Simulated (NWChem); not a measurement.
Molecule: CH7BP2; SMILES CB(P)P

```xyz
11

B      0.3622    -0.0311     0.0000
C      1.9387     0.0416     0.0000
H      2.3639     0.5211    -0.8898
H      2.3639     0.5211     0.8898
H      2.3104    -0.9960     0.0000
P     -0.5890     0.0988    -1.6593
H      0.2349    -0.7156    -2.4802
H     -1.6398    -0.8366    -1.4774
P     -0.5890     0.0988     1.6593
H     -1.6398    -0.8366     1.4774
H      0.2349    -0.7156     2.4802
```
Atoms are numbered in this order, from 1.

Results from NWChem. Medium grid unless said otherwise, to which SCAN and Minnesota functionals are sensitive. The geometry was optimised at B3LYP/6-31G* (spherical d). Total energies of different functionals are on different scales.

| level | energy (Ha) | highest occupied level (eV) | orbital gap (eV) | dipole (D) |
|---|---|---|---|---|
| B3LYP/def2-SVP | -749.6540 | -6.59 | 5.14 | 1.64 |
| PBE/def2-SVP | -749.1814 | -5.74 | 3.58 | 1.72 |
| M05-2X/def2-SVP | -749.5804 | [?] | [?] | 1.83 |
| M06-L/def2-SVP | -749.6111 | -6.01 | 4.16 | 1.91 |
| BLYP/def2-SVP | -749.5438 | -5.54 | 3.60 | 1.53 |
| SCAN/def2-SVP | -749.6204 | -6.03 | 4.02 | 1.84 |
| B97-D/def2-SVP | -749.5761 | -5.71 | 3.71 | 1.67 |

### Question
Some entries are withheld; supply them.

### Answer

- M05-2X/def2-SVP, highest occupied level (eV): -7.86
- M05-2X/def2-SVP, orbital gap (eV): 7.57
